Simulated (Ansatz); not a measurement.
A run for Ansatz (a program for electronic structure): R-CCSD(T)/cc-pV(T+d)Z on SiF4 (SMILES F[Si](F)(F)F). The basis file is the Basis Set Exchange's JSON of that set.

Ansatz 0.2 input:
```yaml
crystal:
  periodic: [false, false, false]
  atoms:
    - {symbol: Si, position_ang: [0.00000000, -0.00000000, 0.00000000]}
    - {symbol: F, position_ang: [0.90490845, 0.90490845, 0.90490845]}
    - {symbol: F, position_ang: [0.90490845, -0.90490845, -0.90490845]}
    - {symbol: F, position_ang: [-0.90490845, 0.90490845, -0.90490845]}
    - {symbol: F, position_ang: [-0.90490845, -0.90490845, 0.90490845]}
basis:
  gaussian:
    orbitals: cc-pV_T+d_Z.json
magnetization: {spin_polarized: false}
correlation: {method: ccsd_t, electrons: outside_noble_gas}
scf: {lower_state_search: off}
```

Question: Predict the final total energy.

Answer: -688.2979 hartree (reference determinant -687.1575, T1 diagnostic 0.011).

Question: How many basis functions does it have, and what does it roughly cost on one machine?

Answer: 159 functions; around 25 core-seconds (rough).
